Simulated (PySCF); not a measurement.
## KSi⁻: from constants to spectrum

ROHF-CCSD(T) constants of KSi⁻, triplet, unpaired electrons π ↑↑ (PySCF, no relativity, basis sets K def2-SVPD, Si def2-SVPD; masses 38.9637 and 27.9769 u):

| Property | Result |
| --- | --- |
| ωe | 160.6 cm⁻¹ |
| ωexe | 0.81 cm⁻¹ |
| Be | 0.095778 cm⁻¹ |
| αe | 0.000724 cm⁻¹ |
| D (centrifugal) | 1.36e-07 cm⁻¹ |

Q: Give the vibrational terms G(v) and spacings up to v = 6.

A: G(v) = ωe(v+½) − ωexe(v+½)².

```
v  G(v) (cm⁻¹)  G(v) − G(v−1)  Bv (cm⁻¹)
0         80.1                   0.09542
1        239.1          159.0    0.09469
2        396.4          157.4    0.09397
3        552.2          155.7    0.09324
4        706.3          154.1    0.09252
5        858.8          152.5    0.09180
6       1009.7          150.9    0.09107
```

Correlated steps freeze 10 core orbitals. The CCSD T1 diagnostic is raised, a sign that a single reference may not be enough here. The state was picked by a PBE0 search and need not be the measured ground state.
